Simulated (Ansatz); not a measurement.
`[F][Zn][Br]` + `O[SiH3]` → `[F][Zn][O][SiH3]` + HBr at 700 K and 1 bar (ligand exchange at a Zn–Br bond).

Computed with Ansatz on PBE0-D4/def2-TZVP structures; ΔE is electronic, products minus reactants. CCSD(T)/CBS adds triple-zeta CCSD(T) − MP2 to the extrapolated MP2 energy (def2 sets, frozen cores). For Br, Zn outer-core shells are correlated without core-valence functions, which leaves a few kJ/mol of doubt a bond. Scalar relativity is left out up to krypton. One conformer a species, not always the lowest.

| species | CCSD(T)/CBS energy (Eh) | H − E (kJ/mol) | S (J/(mol·K)) |
| --- | --- | --- | --- |
| `[F][Zn][Br]` | -4451.58211 | 44.8 | 332.5 |
| `O[SiH3]` | -366.69042 | 144.6 | 321.6 |
| `[F][Zn][O][SiH3]` | -2244.31866 | 144.8 | 440.2 |
| HBr | -2573.91920 | 36.5 | 223.7 |

H − E and S are ideal-gas, rigid-rotor, harmonic terms from PBE0-D4/def2-TZVP, for one conformer and one mirror image of each species. 1 Eh = 2625.50 kJ/mol, R = 8.31446 J/(mol·K).

**Question.** By hand: ΔE, ΔH, ΔS and ΔG.

**Answer.** ΔE = (-2244.31866) + (-2573.91920) − (-4451.58211) − (-366.69042) = 0.03467 Eh = 91.0 kJ/mol. Δ(H − E) = 144.8 + 36.5 − 44.8 − 144.6 = -8.1, so ΔH = 82.9 kJ/mol. ΔS = 440.2 + 223.7 − 332.5 − 321.6 = 9.8 J/(mol·K). ΔG = 82.9 − 700 × (9.8)/1000 = 76.0 kJ/mol.

**Question.** By hand: the equilibrium constant, and the temperature at which ΔG would vanish if ΔH and ΔS stayed fixed.

**Answer.** log₁₀ K = −ΔG/(RT ln 10) = -5.7. ΔG = 0 at ΔH/ΔS = 8459 K, far beyond where these terms or the molecules hold.

The number of gas molecules stays the same, so ΔS is small and ΔH decides. A doubt of 5 kJ/mol in ΔE shifts log₁₀ K by 0.4 here. Other conformers and mirror images would add mixing entropy, several J/(mol·K) or more a flexible species. Modes under 60 cm⁻¹, often nearly free rotors, make the harmonic entropy too high. These are equilibria of isolated gas molecules and say nothing of rates. Largest T1 diagnostic: 0.017 (customary marks: 0.02 for closed shells, 0.045 for open ones).
